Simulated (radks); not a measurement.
Charge is removed step by step from the 4s1/2 level of I3+, starting from [Kr] 4d10 5s2 5p2. All-electron calculation, Dirac Kohn-Sham, LDA (Slater exchange, Perdew-Wang correlation), spin-unpolarised, spherical densities, finite nucleus; open shells are shared between the two j in proportion to 2j + 1; Fermi nuclear charge, rms radius 4.75 fm. Program: a radial shooting solver on a logarithmic mesh with Libxc functionals.

| removed (e) | E - E(0) (eV) | eigenvalue (eV) | E minus straight line (eV) |
|---|---|---|---|
| 0 | 0.000 | -212.34 | 0.000 |
| 0.25 | 53.793 | -218.02 | -2.161 |
| 0.5 | 109.02 | -223.77 | -2.893 |
| 0.75 | 165.68 | -229.59 | -2.178 |
| 1 | 223.82 | -235.48 | 0.000 |

Removing the whole electron costs 223.82 eV by Delta-SCF, against 212.34 eV from minus the eigenvalue at the starting occupation. Slater's transition state (half an electron removed) gives 223.77 eV. Integrating minus the eigenvalue over the occupation (Janak's theorem) gives 223.82 eV. The mean slope of the eigenvalue, de/dn, is 23.1 eV per electron.
